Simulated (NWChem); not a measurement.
Molecule: C$_{3}$H$_{3}$Cl; SMILES C(=C)=CCl

```xyz
7

C      0.3515     2.3318     0.0000
C     -0.1684     1.1327     0.0000
C     -0.7069    -0.0590     0.0000
Cl     0.2221    -1.5248     0.0000
H      0.5780     2.8538    -0.9366
H      0.5780     2.8538     0.9366
H     -1.7890    -0.2177     0.0000
```
Atoms are numbered in this order, from 1.

Computed with NWChem. Pople sets run with spherical d functions. Coordinates come from a PBE0/def2-SVP optimisation. Ions are spin-unrestricted doublets at the neutral geometry; other ion states weren't tried.

Task: Order these by “−ε(HOMO) (eV)”, lowest first: PBE/6-31G*; M06-2X/6-31G*; PBE0/6-31G*; Hartree-Fock/6-31G*.

Result: PBE/6-31G* (5.96), PBE0/6-31G* (7.21), M06-2X/6-31G* (8.40), Hartree-Fock/6-31G* (9.91)
